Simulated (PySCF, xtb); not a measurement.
BFHI, SMILES FBI.

Harmonic wavenumbers (cm⁻¹) from xtb with GFN2-xTB at its own minimum, in rising order: 289, 658, 675, 1051, 1275, 2660.

Problem. What does PBE-D3(BJ)/def2-TZVP run with PySCF 2.14.0 give at its own minimum? (An estimate is asked for; the answer gives what the named calculation found.)

Solution. 275, 585, 757, 1035, 1265, 2612. Paired by order, the mean absolute difference is 40 cm⁻¹ and the zero-point energies are 9.4 and 9.3 kcal/mol.
